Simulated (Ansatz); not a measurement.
One change: `NB(O)CF` becomes `NB(O)[SiH2]F`.

Ansatz, PBE0-D4/def2-TZVP geometries, multiplicity 1. Each molecule was computed in one conformer, which needn't be the lowest.

```
                                          property  `NB(O)CF`
             HOMO energy (ωB97M-V/def2-TZVPP) / eV     -10.44
           HOMO–LUMO gap (ωB97M-V/def2-TZVPP) / eV      12.34
                LUMO energy (PBE0/def2-TZVPP) / eV       0.60
               LUMO energy (B3LYP/def2-TZVPP) / eV       0.22
size of the dipole moment (ωB97M-V/def2-TZVPP) / D       2.67
             HOMO–LUMO gap (B3LYP/def2-TZVPP) / eV       8.00
```

Q: Give the same properties after the change, and the shifts. (Estimate.)

A: Computed: 
| property | `NB(O)[SiH2]F` | shift |
| --- | --- | --- |
| HOMO energy (ωB97M-V/def2-TZVPP) / eV | -10.22 | 0.22 |
| HOMO–LUMO gap (ωB97M-V/def2-TZVPP) / eV | 11.70 | -0.64 |
| LUMO energy (PBE0/def2-TZVPP) / eV | -0.18 | -0.78 |
| LUMO energy (B3LYP/def2-TZVPP) / eV | -0.41 | -0.63 |
| size of the dipole moment (ωB97M-V/def2-TZVPP) / D | 2.05 | -0.62 |
| HOMO–LUMO gap (B3LYP/def2-TZVPP) / eV | 7.43 | -0.57 |

Dipoles are sizes alone; their direction can turn.

B3LYP here is the variant with VWN-RPA as its local correlation; programs differ in this.
